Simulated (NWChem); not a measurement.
Species: bromine monochloride (BrCl); SMILES ClBr

Computed with NWChem. This build's default masses of Se (78.918 u) and Br (79.917 u) are each other's, which moves their modes by up to 0.6 %. Each level has its own optimisation; frequencies are unscaled.

Problem. Order these runs by computing time, cheapest first, and give rough ratios: PBE/def2-SVP; PBE/def2-TZVPP; PBE/STO-3G.

Solution. PBE/STO-3G (1), PBE/def2-SVP (3), PBE/def2-TZVPP (10). Ratios are rough, from one shared machine; the cheapest took roughly 9 core-seconds. What differs between the cheapest and the dearest: r Br–Cl (Å) 2.232 → 2.161; highest harmonic frequency (cm⁻¹) 480 → 429; zero-point energy (kcal/mol) 0.7 → 0.6; dipole (D) 1.12 → 0.45.
